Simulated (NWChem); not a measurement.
System: SiH2Cl, doublet; SMILES [SiH2]Cl

Computed with NWChem. Spin-unrestricted. In the optimisation the excess spin sits in a' (Cs, its own frame). All runs use the structure optimised with B3LYP/6-31G* (spherical d), spin-unrestricted. No stability test was run on the SCF state.

For level revPBE/def2-SVP:

```
Property                                                     Result
-----------------------------------------------------------  ------
highest occupied level (eV)                                   -5.35
lowest empty minus highest occupied level, either spin (eV)    1.77
```

Question: What are these values for level TPSS/def2-SVP?

Answer: 
| Property | Result |
|---|---|
| highest occupied level (eV) | -5.59 |
| lowest empty minus highest occupied level, either spin (eV) | 1.93 |
